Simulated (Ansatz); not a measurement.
Tl₂Br, relaxed as a doublet with UKS PBE-D4/def2-TZVP in Ansatz, starting from the GFN1-xTB geometry. Force threshold 0.02 eV/Å.

In the def2 sets Tl takes a core potential; there is no spin–orbit coupling. The structure comes from a short search, and lower isomers may exist.

Start:

Cartesian coordinates in Å:
```
Tl 1.566 0.435 -1.316
Tl -2.058 0.341 0.155
Br 0.492 -0.776 1.161
```

```tsv
step	energy (eV)	largest force component (eV/Å)	SCF passes
1	-79429.6844	0.310	18
2	-79429.7827	0.074	24
3	-79429.7841	0.029	21
4	-79429.7846	0.003	22
```

Force components are those of the run's own axes.

End:

```csv
atom,x (Å),y (Å),z (Å)
Tl1,1.356,0.451,-1.268
Tl2,-1.874,0.367,0.044
Br3,0.518,-0.817,1.224
```

By distances, no bond broke or formed. The bond that changes most is Tl2–Br3, from 2.96 to 2.92 Å (atoms count from 1). The end is the same structure that another start reached, the lowest one found.

No frequencies were taken in this run, so the end may be a saddle point.

Run time 12 s (4 threads of Intel Xeon on a shared host).
